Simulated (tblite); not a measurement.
Compound: C₅H₅F₂O (doublet state).
Z-matrix (Å and degrees, GFN2-xTB geometry), rows numbered from 1:
```
F 
C   1  1.3739
F   2  1.3742  1  103.47
C   2  1.4629  1  112.27  3   121.38
C   4  1.4903  2  129.19  1   -58.03
C   5  1.4975  4   99.82  2  -179.78
C   6  1.3373  5  108.62  4     0.07
O   7  1.3540  6  113.29  5    -0.08
H   2  1.0989  1  107.90  3  -114.17
H   5  1.1002  4  112.76  2   -59.81
H   5  1.1001  4  112.77  2    60.19
H   6  1.0703  5  124.34  4   179.96
H   7  1.0733  6  130.94  5   179.83
```

Computed geometry: GFN2-xTB, gas phase. This method treats the open shell by occupation alone, without spin polarisation.

Masses are those of the commonest isotopes; rigid-rotor values at the optimised geometry. The values belong to one conformer with, in the numbering `[F:1][CH:2]([F:3])[C:4]1[CH2:5][CH:6]=[CH:7][O:8]1`, F1–C2–C4–C5 -58°.

Question: What are A, B and C (MHz)?

Answer: Ia = 110.45, Ib = 380.12, Ic = 399.02 u·Å²; 505379 MHz·u·Å²/I gives A = 4576, B = 1330, C = 1267 MHz.

Question: Classify the top.

Answer: A near-prolate asymmetric top. Ray's parameter κ = (2B − A − C)/(A − C) = -0.962; −1 is the prolate and +1 the oblate limit.

Question: What does the inertial defect say?

Answer: Not planar: Δ = Ic − Ia − Ib = -91.55 u·Å². For a rigid frame Δ = −2 Σ m c², so Σ m c² = 45.78 u·Å² lies off the ab plane: 1.56 from hydrogen and 44.22 from heavier atoms. The atom farthest from that plane is 1.08 Å away.

Question: Give the other two planar moments, Paa and Pbb, and the rms extents of the mass along the axes.

Answer: Paa = Σ m a² = (Ib + Ic − Ia)/2 = 334.35 and Pbb = Σ m b² = (Ia + Ic − Ib)/2 = 64.68 u·Å². With the mass M = 119.03 u, the rms extents √(P/M) along a, b and c are 1.68, 0.74, 0.62 Å.

Question: Give the coordinates in the principal-axis frame, origin at the centre of mass.

Answer: The sense of each axis is arbitrary; atoms in the order of the calculation.
| atom | mass (u) | a (Å) | b (Å) | c (Å) |
| --- | --- | --- | --- | --- |
| F1 | 18.998 | 1.937 | 0.140 | -1.076 |
| C2 | 12.000 | 1.284 | -0.418 | -0.004 |
| F3 | 18.998 | 1.934 | 0.119 | 1.081 |
| C4 | 12.000 | -0.146 | -0.110 | -0.004 |
| C5 | 12.000 | -0.824 | 1.217 | 0.007 |
| C6 | 12.000 | -2.254 | 0.773 | 0.006 |
| C7 | 12.000 | -2.287 | -0.564 | -0.002 |
| O8 | 15.995 | -1.056 | -1.129 | -0.009 |
| H9 | 1.008 | 1.481 | -1.499 | -0.014 |
| H10 | 1.008 | -0.565 | 1.820 | 0.889 |
| H11 | 1.008 | -0.567 | 1.833 | -0.868 |
| H12 | 1.008 | -3.093 | 1.438 | 0.012 |
| H13 | 1.008 | -3.114 | -1.247 | -0.003 |

Question: Where do the levels up to J = 5 lie, in MHz?

Answer: Above 0(0,0):
J = 1: 1(0,1) 2596, 1(1,1) 5842, 1(1,0) 5905
J = 2: 2(0,2) 7787, 2(1,2) 10971, 2(1,1) 11160, 2(2,1) 20898, 2(2,0) 20899
J = 3: 3(0,3) 15572, 3(1,3) 18664, 3(1,2) 19042, 3(2,2) 28686, 3(2,1) 28691, 3(3,1) 45075, 3(3,0) 45075
J = 4: 4(0,4) 25947, 4(1,4) 28921, 4(1,3) 29550, 4(2,3) 39070, 4(2,2) 39084, 4(3,2) 55461, 4(3,1) 55461, 4(4,1) 78402, 4(4,0) 78402
J = 5: 5(0,5) 38909, 5(1,5) 41740, 5(1,4) 42684, 5(2,4) 52048, 5(2,3) 52080, 5(3,3) 68444, 5(3,2) 68444, 5(4,2) 91384, 5(4,1) 91384, 5(5,1) 120880, 5(5,0) 120880
The levels of one J sum to (2J + 1)J(J + 1)(A + B + C)/3.

Question: Estimate the classical rotational partition function at 100 K, 298.15 K and 500 K.

Answer: Point group Cs, symmetry number σ = 1; q = (√π/σ)·√((kT/h)³/(ABC)), k/h = 20836.6 MHz/K: 60700 at 100 K, 313000 at 298.15 K, 679000 at 500 K.

For this open shell read J as N, the rotation without spin; fine and hyperfine splittings come on top. Its GFN2-xTB frequencies are all real (lowest 22 cm⁻¹). These are rigid-rotor constants of the computed structure; measured ground-state constants (B0) also hold zero-point vibration.

Hardware: an Arm Neoverse V2 with one thread, shared host. Cost: 0.28 s. This is the geometry optimisation.
